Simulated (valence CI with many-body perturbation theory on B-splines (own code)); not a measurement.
**Ge11+: E2, M1 decay**

Level of theory: relativistic CI+MBPT: three valence electrons over a frozen Dirac-Fock core [Ar], a basis of 7 s, 7 p, 8 d, 6 f, 4 g, 1 h functions for each j, with the one-electron correlation potential Σ1 (screened to all orders), the two-electron term Σ2, the three-electron term Σ3, Breit, model QED; selected single and double excitations, second order for the rest, scaled by the run's own slope (own B-spline code, finite nucleus).

No measured spectrum was set against this ion. As an estimate, terms of the open shell hold to 2 to 4 % of their energy, and close levels can change places. The list stops below the first excitations out of the core. Only levels of the ground parity were solved; by the run's estimate the other parity begins above the list, which can be wrong where configurations are misplaced.

Lines 1 to 50 of 82 in falling wavelength, among levels below 64.820 eV, chosen from the decays that carry over 1 % of a level's rate. Wavelengths and rates use the calculated energies, so an error of 2000 cm⁻¹ moves a line at 1154 nm by 23 % and its rate by three times that or more. Electric multipoles are in the length gauge, E1 and E2 with the static RPA response of the core. Weak lines are less certain than strong ones. Lines between different terms over intervals too small for the method are left out, as are lines whose strength nearly cancels. The highest levels of a list are the least certain. Branching is blank where the lifetime is uncertain.

Names give the largest LS component (configuration and term), which can be under half, so a name can repeat, a term be missing and a line seem to break the LS rules; names also repeat where a configuration has a term twice. Letters in brackets count levels of one name in rising energy.

```
λ vac (nm)           Upper           Lower  Type   A (s⁻¹)  Branch %
      3880      3d3 4F_5/2      3d3 4F_3/2    M1  7.34e-01     100.0
      3167      3d3 4F_7/2      3d3 4F_5/2    M1  1.36e+00     100.0
      2869      3d3 4F_9/2      3d3 4F_7/2    M1  1.13e+00     100.0
      2409      3d3 4P_5/2      3d3 4P_3/2    M1  1.01e+00      59.4
      1316  3d3 2D_5/2 [a]  3d3 2D_3/2 [a]    M1  2.95e+00       6.8
      1249      3d3 2P_3/2      3d3 2P_1/2    M1  2.83e+00       6.1
      1154  3d3 2D_3/2 [a]      3d3 4P_5/2    M1  1.21e+00       2.3
     999.3      3d3 2P_3/2  3d3 2D_3/2 [a]    M1  8.14e+00      17.7
     814.1      3d3 2H_9/2      3d3 2G_9/2    M1  6.86e+00      43.6
     780.4  3d3 2D_3/2 [a]      3d3 4P_3/2    M1  8.05e+00      15.6
     777.6  3d3 2D_3/2 [a]      3d3 4P_1/2    M1  3.08e+00       6.0
     757.6     3d3 2H_11/2      3d3 2G_9/2    M1  4.38e+00      94.5
     687.0      3d3 2H_9/2      3d3 2G_7/2    M1  5.78e+00      36.7
     672.8      3d3 2P_1/2      3d3 4P_1/2    M1  1.39e+01      97.2
     614.9  3d3 2D_5/2 [a]      3d3 4P_5/2    M1  2.01e+00       4.6
     535.6      3d3 2P_3/2      3d3 4P_5/2    M1  8.08e+00      17.5
     437.3      3d3 2P_3/2      3d3 4P_1/2    M1  6.91e-01       1.5
     373.2      3d3 2F_7/2  3d3 2D_5/2 [a]    M1  2.68e-01       1.1
     360.3      3d3 2G_7/2      3d3 4F_9/2    M1  2.84e-01       1.6
     359.0      3d3 4P_3/2      3d3 4F_7/2    E2  4.22e-02       1.8
     355.1      3d3 2F_5/2  3d3 2D_5/2 [a]    M1  7.97e-01       4.7
     350.7      3d3 4P_5/2      3d3 4F_9/2    E2  7.45e-02       4.4
     333.0      3d3 2G_9/2      3d3 4F_9/2    M1  1.73e+01      67.2
     323.0      3d3 4P_1/2      3d3 4F_5/2    E2  5.89e-02      20.0
     322.5      3d3 4P_3/2      3d3 4F_5/2    M1  7.94e-01      34.5
     322.5      3d3 4P_3/2      3d3 4F_5/2    E2  5.40e-02       2.3
     320.1      3d3 2G_7/2      3d3 4F_7/2    M1  8.32e+00      46.1
     312.5      3d3 4P_5/2      3d3 4F_7/2    M1  3.40e-01      20.0
     312.5      3d3 4P_5/2      3d3 4F_7/2    E2  4.27e-02       2.5
     298.4      3d3 2G_9/2      3d3 4F_7/2    M1  8.32e+00      32.4
     298.1      3d3 4P_1/2      3d3 4F_3/2    E2  1.39e-01      47.2
     298.1      3d3 4P_1/2      3d3 4F_3/2    M1  9.67e-02      32.8
     297.7      3d3 4P_3/2      3d3 4F_3/2    M1  1.39e+00      60.2
     297.7      3d3 4P_3/2      3d3 4F_3/2    E2  2.76e-02       1.2
     290.7      3d3 2G_7/2      3d3 4F_5/2    M1  9.44e+00      52.3
     284.4      3d3 4P_5/2      3d3 4F_5/2    M1  1.93e-01      11.4
     279.6      3d3 2F_5/2  3d3 2D_3/2 [a]    M1  2.74e-01       1.6
     265.0      3d3 4P_5/2      3d3 4F_3/2    M1  2.18e-02       1.3
     240.7      3d3 2F_7/2      3d3 2G_9/2    M1  2.63e+00      10.8
     236.3      3d3 2H_9/2      3d3 4F_9/2    M1  1.87e+00      11.9
     231.3     3d3 2H_11/2      3d3 4F_9/2    M1  2.43e-01       5.2
     231.3  3d3 2D_5/2 [b]      3d3 2F_5/2    M1  2.01e+01      13.6
     228.2  3d3 2D_3/2 [a]      3d3 4F_5/2    M1  2.38e+01      46.2
     228.2      3d3 2F_7/2      3d3 2G_7/2    M1  8.19e+00      33.7
     225.1      3d3 2F_5/2      3d3 4P_5/2    M1  6.50e-01       3.8
     224.8  3d3 2D_3/2 [b]      3d3 2F_5/2    M1  1.33e+01          
     224.2  3d3 2D_5/2 [b]      3d3 2F_7/2    M1  1.23e+01       8.3
     221.3      3d3 2F_5/2      3d3 2G_7/2    M1  5.10e+00      30.2
     221.3      3d3 2F_5/2      3d3 2G_7/2    E2  3.15e-01       1.9
     218.4      3d3 2H_9/2      3d3 4F_7/2    M1  1.23e+00       7.8
```
